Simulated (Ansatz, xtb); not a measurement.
Relative energy of two isomers of C5H9BrO

Structure a: `CCCCC(=O)Br`, a singlet. Structure b: `CC[C@H](C)C(=O)Br`, a singlet. Both are isolated molecules in the gas phase, relaxed with r2SCAN-D4/def2-SVP, each in the lowest conformer that the search found.

a (Å):

```yaml
atoms:
  - { symbol: C, position_ang: [2.7115, -1.6355, -0.9933] }
  - { symbol: C, position_ang: [2.0381, -0.3212, -0.6171] }
  - { symbol: C, position_ang: [1.8432, -0.1716, 0.8910] }
  - { symbol: C, position_ang: [1.1840, 1.1422, 1.3015] }
  - { symbol: C, position_ang: [-0.2686, 1.2221, 0.9268] }
  - { symbol: Br, position_ang: [-1.0378, 3.0183, 1.3729] }
  - { symbol: O, position_ang: [-0.9554, 0.3846, 0.4501] }
  - { symbol: H, position_ang: [2.8480, -1.7213, -2.0822] }
  - { symbol: H, position_ang: [2.1094, -2.4981, -0.6641] }
  - { symbol: H, position_ang: [3.7051, -1.7264, -0.5237] }
  - { symbol: H, position_ang: [1.0581, -0.2498, -1.1196] }
  - { symbol: H, position_ang: [2.6405, 0.5285, -0.9889] }
  - { symbol: H, position_ang: [2.8229, -0.2322, 1.3971] }
  - { symbol: H, position_ang: [1.2416, -1.0140, 1.2750] }
  - { symbol: H, position_ang: [1.2237, 1.3056, 2.3934] }
  - { symbol: H, position_ang: [1.6897, 2.0209, 0.8644] }
```

b (Å):

```xyz
16

C     1.2092   -0.9772    0.4808
C     1.1428   -0.2484   -0.8558
C    -0.1958   -0.4032   -1.5876
C    -0.1637    0.2079   -2.9973
C    -1.3062    0.2578   -0.8002
Br   -3.1180   -0.4294   -1.3315
O    -1.2185    1.1064    0.0196
H     1.0149   -2.0555    0.3583
H     2.2043   -0.8684    0.9381
H     0.4732   -0.5776    1.1953
H     1.3455    0.8275   -0.7160
H     1.9280   -0.6293   -1.5319
H    -0.4600   -1.4717   -1.6765
H     0.0757    1.2819   -2.9486
H    -1.1272    0.0855   -3.5121
H     0.6155   -0.2921   -3.5919
```

Quicker runs give these differences E(b) − E(a): GFN2-xTB −0.056 eV; HF/STO-3G −0.006 eV (at GFN2-xTB geometries); r2SCAN-D4/def2-SVP//GFN2-xTB −0.035 eV.

Q: Estimate E(b) − E(a) at the level CCSD(T)/def2-SVP + ΔMP2/def2-TZVPP.

A: Calculated at CCSD(T)/def2-SVP + ΔMP2/def2-TZVPP: E(b) − E(a) = −0.068 eV, so structure b lies lower.

Level by level:

```
                             level            geometry  E(b) − E(a) (eV)  departure from the last row (eV)  job, with rough time for the two
                          GFN2-xTB            GFN2-xTB              −0.056                            +0.012              optimisation, 0.17 s
                         HF/STO-3G            GFN2-xTB              −0.006                            +0.062              single point, 0.44 s
      r2SCAN-D4/def2-SVP//GFN2-xTB            GFN2-xTB              −0.035                            +0.033               single point, 4.1 s
                r2SCAN-D4/def2-SVP  r2SCAN-D4/def2-SVP              −0.035                            +0.033                optimisation, 47 s
                       HF/def2-SVP  r2SCAN-D4/def2-SVP              +0.027                            +0.095           part of the CCSD(T) run
                      MP2/def2-SVP  r2SCAN-D4/def2-SVP              −0.078                            −0.010           part of the CCSD(T) run
                  CCSD(T)/def2-SVP  r2SCAN-D4/def2-SVP              −0.059                            +0.009                      single point
CCSD(T)/def2-SVP + ΔMP2/def2-TZVPP  r2SCAN-D4/def2-SVP              −0.068                                               single point, 2.1 min
```

As drawn, both hold the same kinds of bond in the same numbers. Structure a has 1 methyl group, b 2.

HF/def2-SVP puts the two in the other order. HF/STO-3G finds them nearly level. The largest departure from CCSD(T)/def2-SVP + ΔMP2/def2-TZVPP is that of HF/def2-SVP, 0.095 eV. The last row adds to CCSD(T) the change of the MP2 difference between the two basis sets, here −0.009 eV.

With thermal terms from frequencies at re-optimised GFN2-xTB minima (ideal gas, soft modes damped towards free rotors, one conformer each, 298.15 K, 1 atm): the zero-point term adds −0.002 eV; ΔH is −0.067 and ΔG −0.060 eV.

The correlated steps freeze 15 core orbitals; the filled d shell of Br is correlated, in a basis made for valence electrons. Mirror images aren't counted in ΔG. Codes used: Ansatz 0.2.0, xtb 6.7.1; the last row on 4 threads of Arm Neoverse V2 on a shared host.
